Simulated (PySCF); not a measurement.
Computed Raman spectrum (relative Raman activity) of a molecule C4H5Cl. The structure is a stationary point at B3LYP-D3(BJ)/def2-SVP. One conformer was computed; it need not be the lowest. All values below come from B3LYP-D3(BJ)/def2-SVP in PySCF 2.14.0. Frequencies are harmonic and unscaled.

Lines under 2 % of the strongest are left out, and lines within 2 cm⁻¹ are merged.

ν (cm⁻¹): 525 (vw), 638 (w), 760 (w), 1234 (w), 1303 (w), 1430 (m), 1656 (w), 1713 (vs), 3150 (w), 3158 (w), 3162 (vs), 3257 (m), 3266 (m) (against the strongest line: vs over 80 %, s over 45 %, m over 15 %, w over 4 %, vw less)

### Question
Which molecule gave these data?
A) C=C=C(C)Cl
B) C=CC(=C)Cl
C) C=C=CCCl
D) ClC1=CCC1

### Answer
B, C=CC(=C)Cl
